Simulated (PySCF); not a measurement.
Gas-phase reaction: WO2(OH)2 + 2 NO → WO3 + H2O2 + N2O

Energies from PySCF (xtb for GFN2), thermal terms from the rigid-rotor harmonic-oscillator model, ideal gas at 1 bar. S°(298 K) at PBE0/def2-TZVP differs from the NASA 1993 table for H2O2 (-8 J/mol/K); whether the harmonic model or the table's entry is off was not settled. † marks an energy on the PBE0/def2-TZVP geometry and frequencies; other levels use their own. MP2 and CCSD(T) freeze the core. Open shells (unrestricted): NO (multiplicity 2, electronic degeneracy 4); the rest are closed-shell singlets. GFN2 has no spin-polarisation term. Spin-orbit splitting is ignored; it lowers the true energy and changes the entropy of NO. B3LYP is the form with VWN-RPA correlation. W: scalar-relativistic def2 core potential, no spin-orbit coupling. No R ln 2 is added for the mirror-image form of WO2(OH)2, H2O2. MP2 isn't extrapolated to the basis-set limit; its ΔH°(298 K) is 291.5 kJ in def2-SVP and 283.1 kJ in def2-TZVPP. CCSD(T) isn't extrapolated to the basis-set limit; its ΔH°(298 K) is 367.1 kJ in def2-SVP and 360.7 kJ in def2-TZVPP. The harmonic model lacks anharmonicity and excited electronic states, which grow with temperature; levels with a mode under 35 cm⁻¹ are left out. Internal rotation in H2O2 is treated as a harmonic vibration of one conformer, which makes the entropy rough. Warning, large T1 diagnostic: WO2(OH)2, WO3 (CCSD(T)/def2-SVP†). Warning, point group unlike the PBE0 one: H2O2, WO2(OH)2 (GFN2-xTB).

```json
[
 {"level": "B3LYP/def2-TZVP†", "ΔE electronic, kJ": "333", "ΔH°(298 K), kJ": "343", "ΔS°(298 K), J/K": "-25", "ΔG°(1000 K), kJ": "377"},
 {"level": "CCSD(T)/def2-SVP†", "ΔE electronic, kJ": "357", "ΔH°(298 K), kJ": "367", "ΔS°(298 K), J/K": "-25", "ΔG°(1000 K), kJ": "401"},
 {"level": "GFN2-xTB", "ΔE electronic, kJ": "-108", "ΔH°(298 K), kJ": "-95", "ΔS°(298 K), J/K": "-24", "ΔG°(1000 K), kJ": "-62"},
 {"level": "MP2/def2-SVP†", "ΔE electronic, kJ": "281", "ΔH°(298 K), kJ": "292", "ΔS°(298 K), J/K": "-25", "ΔG°(1000 K), kJ": "326"},
 {"level": "PBE/def2-SVP", "ΔE electronic, kJ": "261", "ΔH°(298 K), kJ": "270", "ΔS°(298 K), J/K": "-30", "ΔG°(1000 K), kJ": "309"},
 {"level": "PBE/def2-TZVP†", "ΔE electronic, kJ": "263", "ΔH°(298 K), kJ": "273", "ΔS°(298 K), J/K": "-25", "ΔG°(1000 K), kJ": "307"},
 {"level": "PBE0/def2-QZVP†", "ΔE electronic, kJ": "328", "ΔH°(298 K), kJ": "338", "ΔS°(298 K), J/K": "-25", "ΔG°(1000 K), kJ": "372"},
 {"level": "ωB97X-V/def2-TZVP†", "ΔE electronic, kJ": "376", "ΔH°(298 K), kJ": "387", "ΔS°(298 K), J/K": "-25", "ΔG°(1000 K), kJ": "421"}
]
```
ΔH° is lowest at GFN2-xTB and highest at ωB97X-V/def2-TZVP†. No reference value is set beside these.
